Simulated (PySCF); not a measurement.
Two-photon absorption: SMILES C1CC/C=C/CCC1, C$_{8}$H$_{14}$

Geometry:
| atom | x (Å) | y (Å) | z (Å) |
| --- | --- | --- | --- |
| C1 | 0.614 | -1.391 | 0.540 |
| C2 | -0.275 | -1.558 | -0.444 |
| C3 | -1.719 | -1.259 | -0.248 |
| C4 | -1.876 | 0.251 | -0.541 |
| C5 | -0.877 | 1.175 | 0.177 |
| C6 | 0.557 | 1.314 | -0.406 |
| C7 | 1.737 | 0.745 | 0.401 |
| C8 | 1.948 | -0.783 | 0.290 |
| H9 | 0.246 | -1.351 | 1.575 |
| H10 | 0.088 | -1.552 | -1.481 |
| H11 | -2.392 | -1.837 | -0.902 |
| H12 | -2.014 | -1.460 | 0.796 |
| H13 | -1.790 | 0.415 | -1.630 |
| H14 | -2.902 | 0.558 | -0.273 |
| H15 | -1.331 | 2.179 | 0.181 |
| H16 | -0.818 | 0.888 | 1.242 |
| H17 | 0.760 | 2.390 | -0.534 |
| H18 | 0.584 | 0.899 | -1.428 |
| H19 | 2.665 | 1.253 | 0.085 |
| H20 | 1.599 | 1.010 | 1.465 |
| H21 | 2.297 | -1.029 | -0.728 |
| H22 | 2.730 | -1.104 | 0.997 |

Method used: TDDFT CAM-B3LYP/aug-cc-pVDZ excited states, vertical, gas phase in PySCF. Geometry: PBE0-D3(BJ)/def2-SVP.

**Question.** How strongly do the lowest singlets absorb one photon, and two photons of half the energy?

**Answer.** δ for parallel linear polarisation; σ at the peak of a Lorentzian of half width 0.1 eV, single beam; Ω is circular over linear.
```tsv
state	E (eV)	f	photon λ (nm)	δ (au)	σ (GM)	Ω	main
S1	6.03	0.032	411	22.1	0.29	1.50	HOMO→LUMO+2 0.55, HOMO→LUMO+1 0.23
S2	6.12	0.020	405	172	2.37	0.87	HOMO→LUMO 0.64, HOMO→LUMO+3 0.25
S3	6.37	0.189	389	19	0.28	1.50	HOMO→LUMO+1 0.34, HOMO→LUMO+2 0.33
S4	6.53	0.024	380	22.3	0.35	1.50	HOMO→LUMO+4 0.42, HOMO→LUMO+1 0.28
S5	6.75	0.001	367	594	9.93	0.19	HOMO→LUMO+3 0.57, HOMO→LUMO 0.29
S6	7.13	0.003	348	270	5.03	0.93	HOMO→LUMO+5 0.64, HOMO→LUMO+8 0.23
```

Among these, the strongest one-photon state is S3, the strongest two-photon state S5, with a dipole change of 9.7 D (relaxed, norm of the difference vector).
